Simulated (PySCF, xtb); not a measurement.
H₂INTe, SMILES N[Te]I.

GFN2-xTB (xtb) at its own geometry gives an orbital gap of 3.07 eV and a dipole moment of 5.38 D.

Geometry optimised at r2SCAN-D4/def2-SVP. The def2 effective core potentials stand for the cores of I, Te; spin–orbit coupling is left out. The values are those of a single conformer.

Q: What does PBE/def2-TZVPD in PySCF give? (The exact figures need the calculation; the answer reports its results.)

A: gap 1.92 eV (levels -5.24 and -3.32 eV), dipole 1.72 D.
